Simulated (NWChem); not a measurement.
System: C₂H₄FNOSi; SMILES C#C[Si@](N)(O)F

```xyz
10

C      0.1427     2.7252    -0.0345
C      0.0439     1.5136     0.0061
Si    -0.0416    -0.3091     0.0316
N      0.9508    -1.1359    -1.0854
O     -1.6267    -0.6820    -0.1872
F      0.4924    -0.7930     1.4818
H      0.2241     3.7976    -0.0646
H      1.9162    -1.3266    -0.8412
H      0.8475    -0.9784    -2.0812
H     -1.8128    -1.6189    -0.3071
```
Atoms are numbered in this order, from 1.

Results from NWChem. STO-3G and 3-21G are far too small for this property and stand as cheap habits. Geometry: optimised at PBE0/def2-SVP. GIAO values for the isolated, static molecule; σ is the absolute isotropic shielding, δ = σ(reference) − σ with the isolated reference molecule computed at the same levels (19F: trichlorofluoromethane, 1H: tetramethylsilane, 15N: ammonia, 29Si: tetramethylsilane).

| level | δ Si3 (ppm) | δ N4 (ppm) | δ F6 (ppm) | δ H7 (ppm) | δ H8 (ppm) | δ H9 (ppm) | δ H10 (ppm) | relative time |
|---|---|---|---|---|---|---|---|---|
| PBE0/pcSseg-1 | -55.8 | 29.4 | -140.8 | 2.12 | 0.98 | 0.69 | 2.08 | 10 |
| KT2/pcSseg-1 | -55.4 | 32.3 | -162.2 | 2.29 | 0.96 | 0.68 | 2.00 | 7 |
| Hartree-Fock/STO-3G | -12.3 | -44.0 | -170.0 | 2.89 | -1.23 | -1.35 | -2.52 | 1 |

Times are rough ratios from one shared machine.
